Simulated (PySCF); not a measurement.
These compounds are isomers of formula C$_{6}$H$_{9}$N$_{3}$.

A. `N1=C(C)C(C2CC2)=NN1`
B. `C=CCn1cc(C)nn1`
C. `C=Cn1c(C)nnc1C`

Spectrum 1. 13C{1H} NMR (computed): δ 152.2 (C), 134.8 (CH), 105.1 (CH2), 14.4 (CH3).

Spectrum 2. 13C{1H} NMR (computed): δ 147.5 (C), 143.8 (CH), 127.4 (CH2), 124.5 (CH), 54.9 (CH2), 12.8 (CH3).

Spectrum 3. 13C{1H} NMR (computed): δ 152.3 (C), 143.9 (C), 12.9 (CH2), 11.5 (CH3), 7.6 (CH).

[PySCF 2.14.0 with density-fitted response routines: geometry from PBE0-D3(BJ)/def2-SVP; shielding tensors at PBE0/pcSseg-1 (GIAO); non-relativistic; rapidly exchanging positions averaged; a single conformation; no solvent model]

δ = σ(ref) − σ, references computed at the same level: 13C vs TMS. Shifts are as computed. Against solution values, carbons near 30 ppm lie about +2 ppm off and those near 130 ppm about +5 ppm. Of 1313 compounds with measured shifts, 239 miss one by over three times the rms of a fit or turn the order of signals round; such compounds aren't used in these exercises.

Q: Match each spectrum to its structure.

A: 1–C, 2–B, 3–A.

- Spectrum 1 (C): 4 13C signals; δC 134.8 is an alkene CH; δC 105.1 is a terminal =CH2 carbon.
- Spectrum 2 (B): 6 13C signals; δC 143.8 is an alkene CH; δC 127.4 is a terminal =CH2 carbon.
- Spectrum 3 (A): 5 13C signals; δC 12.9 is a three-membered-ring carbon; δC 11.5 is a methyl carbon on an aromatic ring.
